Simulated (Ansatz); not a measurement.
A nudged elastic band was laid between two geometries of GeH7NOSi2 (12 atoms, charge 0, multiplicity 1).

Method: Ansatz 0.2.0, RKS BHLYP-D4/def2-SVP.

```yaml
movable_images: 7
climbing_image: yes
spring: 5.0 eV/Å²
optimiser: quadratic models (default)
start_path: through a guess of the saddle point
force_threshold: 0.03 eV/Å
iteration_limit: 51
end_points: relaxed
```

Image 0:

```xyz
12
Properties=species:S:1:pos:R:3
Ge -1.662 -0.607 1.370
Si 0.540 -0.058 0.660
N 0.640 1.238 -0.504
Si 1.194 0.130 -1.724
O 1.090 -1.083 -0.563
H -2.557 -0.818 0.145
H -1.686 -1.881 2.223
H -2.259 0.533 2.208
H 1.478 0.021 1.804
H 0.443 2.221 -0.479
H 2.566 0.336 -2.233
H 0.290 -0.087 -2.873
```

Image 8:

```xyz
12
Properties=species:S:1:pos:R:3
Ge -1.657 -0.564 1.397
Si 0.482 0.187 0.677
N 0.466 1.175 -0.761
Si 1.309 -0.062 -1.648
O 1.303 -0.972 -0.233
H -2.499 0.622 1.889
H -2.394 -1.215 0.221
H -1.559 -1.580 2.541
H 1.287 0.699 1.810
H 0.105 2.083 -0.985
H 2.668 0.274 -2.122
H 0.566 -0.701 -2.752
```

Question: What changes between the two ends?

Answer: No bond is made or broken. The dihedral H7–Ge1–Si2–Si4 goes from 121 to 1°. The two ends are copies of one structure, up to a mirror image or an exchange of like atoms.

Question: What energy profile does the band end with?

Answer: The forces met the threshold. The highest image is number 4 of 0 to 8, 0.040 eV above the ends, which have the same energy within 2 meV. A vibrational analysis at the climbing image gives one clearly imaginary mode, 91i cm⁻¹: a first-order saddle point.

```json
{"image": "0", "path coordinate (Å)": "0.00", "energy (eV)": "0.000", "dihedral H7–Ge1–Si2–Si4 (°)": "121"}
{"image": "1", "path coordinate (Å)": "0.58", "energy (eV)": "0.005", "dihedral H7–Ge1–Si2–Si4 (°)": "105"}
{"image": "2", "path coordinate (Å)": "1.16", "energy (eV)": "0.019", "dihedral H7–Ge1–Si2–Si4 (°)": "90"}
{"image": "3", "path coordinate (Å)": "1.74", "energy (eV)": "0.034", "dihedral H7–Ge1–Si2–Si4 (°)": "75"}
{"image": "4", "path coordinate (Å)": "2.31", "energy (eV)": "0.040", "dihedral H7–Ge1–Si2–Si4 (°)": "60"}
{"image": "5", "path coordinate (Å)": "2.88", "energy (eV)": "0.035", "dihedral H7–Ge1–Si2–Si4 (°)": "45"}
{"image": "6", "path coordinate (Å)": "3.44", "energy (eV)": "0.021", "dihedral H7–Ge1–Si2–Si4 (°)": "30"}
{"image": "7", "path coordinate (Å)": "4.01", "energy (eV)": "0.006", "dihedral H7–Ge1–Si2–Si4 (°)": "15"}
{"image": "8", "path coordinate (Å)": "4.57", "energy (eV)": "0.000", "dihedral H7–Ge1–Si2–Si4 (°)": "1"}
```

Question: What is the geometry of the highest image?

Answer: 
```xyz
12
Properties=species:S:1:pos:R:3:forces:R:3
Ge -1.682 -0.563 1.393 0.01 0.01 0.00
Si 0.485 0.132 0.668 0.00 -0.01 0.00
N 0.520 1.197 -0.713 0.00 0.00 0.00
Si 1.308 -0.025 -1.666 0.00 0.01 0.00
O 1.248 -1.014 -0.307 0.00 0.00 0.00
H -2.765 0.223 0.642 0.00 0.00 0.00
H -1.893 -2.055 1.116 0.01 0.00 0.00
H -1.877 -0.321 2.896 -0.01 0.00 0.00
H 1.325 0.538 1.819 0.00 0.00 0.00
H 0.181 2.123 -0.893 0.00 0.00 0.00
H 2.686 0.268 -2.113 0.00 0.00 0.00
H 0.542 -0.559 -2.811 0.00 0.00 0.00
```

Question: What are the harmonic wavenumbers there?

Answer: 91i, 92, 135, 234, 355, 397, 466, 507, 578, 631, 690, 732, 734, 802, 826, 880, 894, 918, 919, 931, 997, 1064, 1081, 2189, 2191, 2201, 2280, 2305, 2318, 3790 cm⁻¹.

Time of the run: 4.9 min on 2 threads of INTEL(R) XEON(R) PLATINUM 8581C CPU @ 2.10GHz (Emerald Rapids) (shared host), peak memory 0.38 GiB.
